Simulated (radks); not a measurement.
The numbers below are computed, except where a source is named.
The argon ion Ar14+, [He] 2s2. Code: a radial shooting solver on a logarithmic mesh with Libxc functionals. Model: non-relativistic Kohn-Sham, exchange-only LDA, spin-polarised, spherical densities, point nucleus. Every spin shell is full or empty, so the densities are truly spherical. Functionals are evaluated on that one density, not self-consistently. Rank these orbital-free kinetic functionals by their error against the exact value of the orbitals, and give that value: Thomas-Fermi, von Weizsacker, TF + vW, TF + vW/9, revAPBEK, Perdew 92, Thakkar, Pearson, LKT, PG1.

Answer. Exact: 375.771 hartree. From best to worst, with 100 (|E| - |E exact|)/|E exact| (equal figures are ties): revAPBEK -0.54, Thakkar -1.16, Perdew 92 -1.36, TF + vW/9 -1.38, Pearson -5.31, Thomas-Fermi -11.07, von Weizsacker -12.77, PG1 +41.51, LKT +48.60, TF + vW +76.16.
